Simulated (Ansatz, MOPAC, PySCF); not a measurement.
Torsion H3–O1–In2–H4 in H3InO (SMILES [OH][InH2]); at each angle all else is relaxed with GFN2-xTB, and the levels are single points there.
Geometry at 0° (charge 0, multiplicity 1):
```xyz
5

O      1.2931    -0.4076    -0.2533
In    -0.6044    -0.1354    -0.0765
H      1.9556     0.0816     0.2319
H     -1.2410     1.0318     0.9898
H     -1.4974    -1.1594    -1.0722
```

On the grid 0° to 330°, 90° is the highest and 0° the lowest point at CCSD(T)/CBS(def2-TZVPP, def2-QZVPP).

Cores are frozen in the correlated methods. Filled d and f shells under p-block atoms count as core. Rows in 3-21G carry no dispersion term and start afresh at each structure; the Pople sets are all-electron and without relativity. The state that AM1, PM3 reach isn't checked.

Run with Ansatz (Gaussian basis) for Hartree–Fock, density functionals and correlated methods; MOPAC for AM1, PM3 (differences of heats of formation); PySCF for 3-21G rows, the dispersion terms. Each number belongs to the level named beside it. In def2 rows elements past Kr take small-core potentials, without spin–orbit coupling.

```csv
level,energy at 90° less that at 0° (kcal/mol)
AM1,5.95
PM3,6.62
HF/3-21G,2.50
r2SCAN-D4/def2-TZVPP,4.28
wB97M-V/def2-TZVPP,3.99
MP2/def2-SVP,3.90
SCS-MP2/def2-SVP,3.82
SCS-MP2/def2-TZVPP,…
SCS-MP2/def2-QZVPP,…
```

Question: Some entries are withheld; supply them.

Answer: 
- SCS-MP2/def2-TZVPP, energy at 90° less that at 0° (kcal/mol): 3.67
- SCS-MP2/def2-QZVPP, energy at 90° less that at 0° (kcal/mol): 3.52

Ansatz is a quantum-chemistry and plane-wave program.
